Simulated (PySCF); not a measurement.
# HfN: one state, many levels of theory

State: ²Σ⁺ (doublet), unpaired electrons σ ↑. Set-up: PySCF, scalar-relativistic core potentials, basis sets Hf def2-TZVPPD with ECP60, N def2-TZVPPD. De refers to Hf (5d2 6s2) + N in their high-spin ground configurations, without counterpoise correction. The functionals are run spin-unrestricted. A positive dipole means Hf(−)N(+). Levels whose curve was spin-contaminated or gave no clean fit are not listed.

```json
{"Level": "ROHF", "Re (Å)": "1.687", "ωe (cm⁻¹)": "1083", "De (eV)": "n/a", "μ (D)": "-6.31", "CPU s a point (SCF and correlation, without the integrals)": "5.1"}
{"Level": "ROHF-MP2", "Re (Å)": "1.760", "ωe (cm⁻¹)": "909", "De (eV)": "n/a", "μ (D)": "n/a", "CPU s a point (SCF and correlation, without the integrals)": "7.1"}
{"Level": "ROHF-SCS-MP2", "Re (Å)": "1.755", "ωe (cm⁻¹)": "920", "De (eV)": "n/a", "μ (D)": "n/a", "CPU s a point (SCF and correlation, without the integrals)": "n/a"}
{"Level": "ROHF-CCSD", "Re (Å)": "1.725", "ωe (cm⁻¹)": "977", "De (eV)": "4.75", "μ (D)": "n/a", "CPU s a point (SCF and correlation, without the integrals)": "n/a"}
{"Level": "ROHF-CCSD(T)", "Re (Å)": "1.751", "ωe (cm⁻¹)": "890", "De (eV)": "5.31", "μ (D)": "n/a", "CPU s a point (SCF and correlation, without the integrals)": "150"}
{"Level": "PBE", "Re (Å)": "1.741", "ωe (cm⁻¹)": "930", "De (eV)": "n/a", "μ (D)": "-5.02", "CPU s a point (SCF and correlation, without the integrals)": "2"}
{"Level": "BP86", "Re (Å)": "1.746", "ωe (cm⁻¹)": "932", "De (eV)": "n/a", "μ (D)": "-5.02", "CPU s a point (SCF and correlation, without the integrals)": "1.1"}
{"Level": "r²SCAN", "Re (Å)": "1.726", "ωe (cm⁻¹)": "989", "De (eV)": "n/a", "μ (D)": "-5.19", "CPU s a point (SCF and correlation, without the integrals)": "2"}
{"Level": "B3LYP", "Re (Å)": "1.729", "ωe (cm⁻¹)": "964", "De (eV)": "n/a", "μ (D)": "-5.50", "CPU s a point (SCF and correlation, without the integrals)": "3.4"}
{"Level": "PBE0", "Re (Å)": "1.713", "ωe (cm⁻¹)": "1010", "De (eV)": "n/a", "μ (D)": "-5.46", "CPU s a point (SCF and correlation, without the integrals)": "4.2"}
{"Level": "HSE06", "Re (Å)": "1.715", "ωe (cm⁻¹)": "1003", "De (eV)": "n/a", "μ (D)": "-5.46", "CPU s a point (SCF and correlation, without the integrals)": "4.1"}
{"Level": "M06-2X", "Re (Å)": "1.695", "ωe (cm⁻¹)": "1081", "De (eV)": "n/a", "μ (D)": "-5.54", "CPU s a point (SCF and correlation, without the integrals)": "8.2"}
```

Task: What does a quarter of exact exchange do here, going from PBE to PBE0?

Result: PBE0 less PBE: -2.8 pm in Re, +8.6 % in ωe. Exact exchange removes part of the self-interaction that spreads semilocal densities, and in most molecules shortens and stiffens the bond and lowers De; so it does here.

Task: What does the step from GGA to meta-GGA do here, going from PBE to r²SCAN?

Result: r²SCAN less PBE: -1.5 pm in Re, +6.3 % in ωe. 

Task: What does second-order correlation do here, going from ROHF to ROHF-MP2?

Result: ROHF-MP2 less ROHF: +7.3 pm in Re, -16.1 % in ωe. Correlation nearly always deepens the well. The bond lengthens, as in strong covalent bonds, where excitations into antibonding orbitals dominate.

Correlated steps freeze 1 core orbital. De is left out where the level can put another filling of the metal’s s and d shells below the measured ground configuration, by anything from nothing to about 1 eV. These are scalar-relativistic numbers at best; spin–orbit coupling would shift them, the dissociation energy most. The CCSD T1 diagnostic is raised, a sign that a single reference may not be enough here. The state is the lowest single determinant that the PBE0 search found; with open d or f shells the true ground state can be another one.

The whole job (state search and all levels along the bond) took about 17 min on 2 threads of AMD EPYC 7R43 64-Core (shared host), peak memory 4.3 GiB.
